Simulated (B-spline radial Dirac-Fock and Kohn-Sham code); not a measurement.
# Total and shell-resolved photoionisation of Hg²⁺

System: mercury as Hg²⁺, configuration [Xe] 4f14 5d10.

Input file task.json (cfg lists n, l and occupation; rrms is the nuclear radius in fm):

```json
{"items": [{
  "Z": 80,
  "q": 2,
  "cfg": [[1, 0, 2], [2, 0, 2], [2, 1, 6], [3, 0, 2], [3, 1, 6], [3, 2, 10], [4, 0, 2], [4, 1, 6], [4, 2, 10], [4, 3, 14], [5, 0, 2], [5, 1, 6], [5, 2, 10]],
  "A": 202,
  "rrms": 5.4648,
  "do": ["binding", "quiet", "photo"],
  "hv": [37.0, 59.0, 61.2, 205.0, 380.0, 396.0, 598.0, 725.0, 893.0, 1170.0, 2460.0, 3420.0, 9550.0, 13100.0, 16300.0, 17400.0, 21300.0, 22200.0, 46000.0, 73100.0, 75500.0, 94700.0, 129000.0, 152000.0]
}]}
```

Launch: `python xray_run.py task.json out`

Model: the independent-particle Dirac-Slater model, thresholds from Dirac-Fock. Program: a B-spline atomic structure program.

Computed thresholds (eV): K 83125.1, L1 14877.1, L2 14236.4, L3 12310.9, M1 3597.1, M2 3311.7, M3 2880.5, M4 2414.1, M5 2323.3, N1 836.3, N2 713.7, N3 609.0, N4 408.7, N5 389.2, N6 129.2, N7 125.1, O1 153.4, O2 111.7, O3 93.58, O4 34.86, O5 32.98.

```
photon energy (eV)  total (b)  K (%)  L (%)  M (%)  N (%)  O (%)
                59  1.752e+07      –      –      –      –  100.0
              61.2  1.542e+07      –      –      –      –  100.0
               205  3.014e+06      –      –      –   85.3   14.7
               380  5.104e+06      –      –      –   94.4    5.6
               396  5.127e+06      –      –      –   94.6    5.4
               598  3.391e+06      –      –      –   94.1    5.9
               725  2.756e+06      –      –      –   94.1    5.9
               893  1.987e+06      –      –      –   93.7    6.3
              1170  1.203e+06      –      –      –   92.9    7.1
              2460     967300      –      –   74.1   23.4    2.5
              3420     546300      –      –   78.6   19.1    2.3
              9550      44120      –      –   78.6   18.6    2.8
             13100      49030      –   60.4   31.0    7.4    1.2
             16300      44430      –   75.5   19.1    4.6    0.8
             17400      37580      –   75.6   19.0    4.6    0.8
             21300      22230      –   76.0   18.7    4.5    0.8
             22200      19950      –   76.1   18.6    4.5    0.8
             46000       2832      –   76.6   18.1    4.5    0.8
             73100      794.4      –   76.7   18.0    4.5    0.8
             75500      726.6      –   76.7   18.0    4.5    0.8
             94700       1898   79.5   15.7    3.7    0.9    0.2
            129000      844.8   80.5   15.0    3.5    0.9    0.2
            152000      546.6   80.8   14.7    3.4    0.9    0.2
```

Question: With what power of the photon energy does the total fall between 129000 and 152000 eV?

Answer: As E^-2.65. The non-relativistic Born limit for an s electron far above threshold is E^-3.5; near threshold and at relativistic energies the fall is slower.

Run: 13 s of CPU time on 1 thread of Neoverse-N1 (shared host), peak memory 0.46 GiB.
